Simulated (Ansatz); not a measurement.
Reaction (ligand exchange at the Si–O bond): `CO[SiH](F)O[SiH2]F` + CH₃OH → `CO[SiH2]F` + `CO[SiH](O)F`

Computed with Ansatz on PBE0-D4/def2-TZVP structures; ΔE is electronic, products minus reactants. CCSD(T)/CBS is the MP2 limit (def2-TZVPP, def2-QZVPP) plus CCSD(T) − MP2 in def2-TZVPP, frozen cores. This one scheme is used for every species. Functionals use def2-TZVPP. Each species was taken in one conformer, which may not be the lowest.

`CO[SiH](F)O[SiH2]F`:

```xyz
13

C     0.233    1.298    1.603
O     1.196    0.518    0.923
Si    1.256    0.247   -0.668
F     2.474   -0.739   -0.892
O    -0.095   -0.461   -1.221
Si   -1.319   -1.504   -1.012
F    -2.162   -1.052    0.266
H     0.536    1.368    2.648
H     0.175    2.311    1.189
H    -0.756    0.835    1.552
H     1.482    1.470   -1.453
H    -2.209   -1.426   -2.186
H    -0.811   -2.866   -0.748
```

CH₃OH:

Cartesian coordinates in Å:
```
C -0.001 -0.265 0.238
O 0.115 1.060 -0.227
H 0.167 -0.242 1.315
H 0.746 -0.932 -0.209
H -0.999 -0.685 0.058
H -0.028 1.064 -1.176
```

`CO[SiH2]F`:

Cartesian coordinates in Å:
```
C -0.117 1.365 -0.124
O -0.051 0.105 -0.759
Si 0.070 -1.321 0.005
F 1.509 -1.493 0.678
H 0.885 1.718 0.136
H -0.572 2.074 -0.817
H -0.725 1.327 0.787
H -0.086 -2.369 -1.021
H -0.911 -1.406 1.114
```

`CO[SiH](O)F`:

```xyz
10

C    -1.256    0.368    0.959
O     0.098    0.087    0.668
Si    0.666   -0.442   -0.757
O     2.284   -0.389   -0.726
F     0.075    0.500   -1.901
H    -1.866   -0.540    0.914
H    -1.667    1.105    0.263
H    -1.308    0.771    1.971
H     0.262   -1.817   -1.088
H     2.711    0.357   -0.303
```

```
             species  r2SCAN-D4 energy (Eh)
`CO[SiH](F)O[SiH2]F`             -971.08106
               CH₃OH             -115.70611
         `CO[SiH2]F`             -505.74471
       `CO[SiH](O)F`             -581.03775
```

Problem. Work out ΔE.

Solution. ΔE = (-505.74471) + (-581.03775) − (-971.08106) − (-115.70611) = 0.00471 Eh = +0.13 eV. CCSD(T)/CBS gives +0.15 eV.

Largest T1 diagnostic among the species: 0.012.

In def2-TZVPP, CCSD(T) changes the Hartree–Fock value by −0.04 eV (the triples alone add −0.01 eV) and MP2 by −0.06 eV. The D4 term adds +0.05 eV with B3LYP and +0.03 eV with PBE0; it sums over pairs of atoms, weighted by their polarisabilities, and B3LYP, whose exchange is more repulsive, gets the larger term.

B3LYP here is the variant with VWN-RPA as its local correlation; programs differ in this.
